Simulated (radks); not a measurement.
The numbers below are computed, except where a source is named.
Hf33+, configuration [Kr] 4d3 (the NIST ground configuration). Code: a radial shooting solver on a logarithmic mesh with Libxc functionals. Model: scalar-relativistic Kohn-Sham, r2SCAN, spin-polarised, spherical densities, finite nucleus; open shells are filled with parallel spins first (spin-orbit coupling, left out, can overturn this in heavy ions); meta-GGA in the generalised Kohn-Sham scheme; Fermi nuclear charge, rms radius 5.347 fm.

Normalised radial functions P(r) = r R(r), r in bohr:

r	3d down	4s down
0.001952	0.0002	0.2604
0.002521	0.0004	0.3085
0.003256	0.0008	0.3598
0.004207	0.0016	0.4109
0.005434	0.0032	0.4560
0.007019	0.0064	0.4857
0.00914	0.0129	0.4861
0.01181	0.0254	0.4397
0.01525	0.0490	0.3285
0.0197	0.0929	0.1394
0.02545	0.1718	-0.1247
0.03287	0.3070	-0.4277
0.0428	0.5337	-0.6910
0.05529	0.8620	-0.7651
0.07142	1.2976	-0.5303
0.09226	1.7889	0.0371
0.1192	2.2121	0.7348
0.154	2.3910	1.1230
0.1989	2.1836	0.7707
0.259	1.5957	-0.3443
0.3345	0.9012	-1.4764
0.4321	0.3675	-1.8386
0.5582	0.0991	-1.3190
0.721	0.0157	-0.5649
0.9314	0.0012	-0.1342
1.213	0.0000	-0.0143
1.567	0.0000	-0.0007
2.024	0.0000	0.0000

3d down: eigenvalue -2959.1 eV, 0 radial nodes, <r> = 0.186 bohr, 90 % of the charge inside 0.288 bohr. 4s down: eigenvalue -1662.2 eV, 3 radial nodes at r = 0.0227, 0.0910, 0.241 bohr, <r> = 0.428 bohr, 90 % of the charge inside 0.606 bohr.
